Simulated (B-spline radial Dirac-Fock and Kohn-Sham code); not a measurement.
# In²⁺ 3p3/2: cross section and angular parameters

System: In²⁺, [Kr] 4d10 5s1; threshold 679.3 eV (orbital energy of the model). Calculated with an atomic code on a B-spline grid, using Dirac-Hartree-Slater photoionisation with a Latter tail; cross sections with all multipoles, angular parameters from the dipole term and its interference with E2.

The run's input, task.json:

```json
{"items": [{
  "Z": 49,
  "q": 2,
  "cfg": [[1, 0, 2], [2, 0, 2], [2, 1, 6], [3, 0, 2], [3, 1, 6], [3, 2, 10], [4, 0, 2], [4, 1, 6], [4, 2, 10], [5, 0, 1]],
  "A": 115,
  "rrms": 4.6156,
  "do": "xps",
  "hv": [51.2, 58.5, 80, 165.0, 206.0, 213.0, 219.0, 287.0, 313.0, 536.0, 539.0, 561.0, 600, 722.0, 752.0, 1170.0, 1486.9, 1820.0, 1950.0, 2070.0, 2290.0, 3240.0, 3300.0, 4790.0, 5414.7, 6000, 6360.0, 8047.8, 12000, 15000]
}]}
```

Command: `python xray2_run.py task.json out`

For linearly polarised light dσ/dΩ = σ/(4π) [1 + β P₂(cos θ) + (δ + γ cos²θ) sin θ cos φ], with θ from the polarisation vector and φ the angle between the beam and the projection of the electron momentum on the plane normal to the polarisation.

| hν (eV) | σ (kb) | β | γ | δ |
| --- | --- | --- | --- | --- |
| 722 | 331 | 0.447 | -0.116 | 0.142 |
| 752 | 315 | 0.676 | 0.094 | 0.136 |
| 1170 | 180 | 1.468 | 0.104 | 0.011 |
| 1486.9 | 122 | 1.582 | -0.013 | 0.004 |
| 1820 | 84.2 | 1.627 | -0.029 | 0.004 |
| 1950 | 73.7 | 1.636 | -0.018 | 0.004 |
| 2070 | 65.5 | 1.640 | -0.003 | 0.005 |
| 2290 | 53.4 | 1.644 | 0.033 | 0.006 |
| 3240 | 25.2 | 1.626 | 0.250 | 0.012 |
| 3300 | 24.2 | 1.624 | 0.265 | 0.012 |
| 4790 | 9.92 | 1.557 | 0.609 | 0.023 |
| 5414.7 | 7.29 | 1.528 | 0.737 | 0.028 |
| 6000 | 5.59 | 1.501 | 0.850 | 0.034 |
| 6360 | 4.80 | 1.484 | 0.915 | 0.037 |
| 8047.8 | ? | ? | ? | ? |
| 12000 | 0.817 | 1.258 | 1.641 | 0.099 |
| 15000 | 0.420 | 1.161 | 1.885 | 0.134 |

Task: Give the values at Cu Kα (8047.8 eV).

Result: σ = 2.54 kb, β = 1.410, γ = 1.185, δ = 0.054.
